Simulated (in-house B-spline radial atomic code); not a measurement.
Successive ionisation energies of chromium; each step leads to the configuration of the next row (after the last: [He] 2s2 2p4). Dirac energy differences include first-order Breit, QED and recoil terms. NIST's values go from ground level to ground level; the uncertainty of those that are theory runs from under 0.1 % in few-electron ions to several per cent in heavy many-electron ones. Computed with a B-spline radial code for spherical atoms: Dirac-Hartree-Fock, average of the configuration, finite nuclei.

```json
{"ion": "Cr11+", "configuration": "[Ne] 3s2 3p1", "ionisation energy (eV)": "296.0", "tabulated value (eV)": "296.7", "computed minus tabulated (eV)": "-0.7", "highest orbital": "3p3/2", "largest mean radius (bohr)": "0.78094"}
{"ion": "Cr12+", "configuration": "[Ne] 3s2", "ionisation energy (eV)": "351.5", "tabulated value (eV)": "354.7", "computed minus tabulated (eV)": "-3.2", "highest orbital": "3s1/2", "largest mean radius (bohr)": "0.76668"}
{"ion": "Cr13+", "configuration": "[Ne] 3s1", "ionisation energy (eV)": "383.5", "tabulated value (eV)": "384.163", "computed minus tabulated (eV)": "-0.6", "highest orbital": "3s1/2", "largest mean radius (bohr)": "0.75348"}
{"ion": "Cr14+", "configuration": "[He] 2s2 2p6", "ionisation energy (eV)": "1012.5", "tabulated value (eV)": "1011.6", "computed minus tabulated (eV)": "0.9", "highest orbital": "2p3/2", "largest mean radius (bohr)": "0.28699"}
{"ion": "Cr15+", "configuration": "[He] 2s2 2p5", "ionisation energy (eV)": "1102.2", "tabulated value (eV)": "1097.2", "computed minus tabulated (eV)": "5.0", "highest orbital": "2p3/2", "largest mean radius (bohr)": "0.28298"}
```

Q: Where is the largest jump?

A: From Cr13+ to Cr14+, by a factor of 2.64 (383.53 to 1012.5 eV); the highest orbital goes from 3s1/2 to 2p3/2.

Where a p, d or f electron is removed, the computed value is a mean over both j, so it misses the tabulated one by a part of the spin-orbit splitting; averaging over terms and missing correlation add to the gap, relatively most at low charge.
